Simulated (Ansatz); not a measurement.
Stepwise reaction of `C[O][Ge][O]C` with hydrogen fluoride, as a gas-phase model of exchange steps in deposition or etching. ΔE in kJ/mol; ΔG adds harmonic PBE0-D4 terms to CCSD(T)/CBS, at 1 bar.

Calculated with Ansatz (gas phase, PBE0-D4/def2-TZVP geometries, no zero-point term in ΔE). CCSD(T)/CBS is the MP2 limit (def2-TZVPP, def2-QZVPP) plus CCSD(T) − MP2 in def2-TZVPP, frozen cores. This one scheme is used for every species. Functionals use def2-TZVPP. B3LYP here is the variant with VWN-RPA as its local correlation; programs differ in this. For Ge outer-core shells are correlated without core-valence functions, which leaves a few kJ/mol of doubt a bond. Scalar relativity is left out up to krypton. Each species was taken in one conformer, which may not be the lowest.

```
step                                    reaction  PBE-D4  B3LYP-D4  ωB97M-V  CCSD(T)/CBS  ΔG(600 K)
   2  `C[O][Ge][F]` + H–F → `[F][Ge][F]` + CH₃OH   -21.9     -22.7    -25.8        -16.6      -21.9
```

**Question.** Give the row of step 1, `C[O][Ge][O]C` + H–F → `C[O][Ge][F]` + CH₃OH. (An estimate is asked.)

**Answer.** The calculation gave: 
```
step                                      reaction  PBE-D4  B3LYP-D4  ωB97M-V  CCSD(T)/CBS  ΔG(600 K)
   1  `C[O][Ge][O]C` + H–F → `C[O][Ge][F]` + CH₃OH   -36.2     -38.1    -40.6        -30.3      -34.4
```

**Question.** By hand: ΔE of the 2 steps together at CCSD(T)/CBS.

**Answer.** (-30.3) + (-16.6) = -46.9 kJ/mol, or -23.5 kJ/mol a step.

In ΔE each step is higher than the one before. All are downhill at CCSD(T)/CBS. ΔG lies between -34.4 and -21.9 kJ/mol a step. PBE-D4 differs from CCSD(T)/CBS by -5.9 to -5.3 kJ/mol a step. Isolated molecules leave out the surface, adducts and barriers. Largest T1 diagnostic: 0.015.
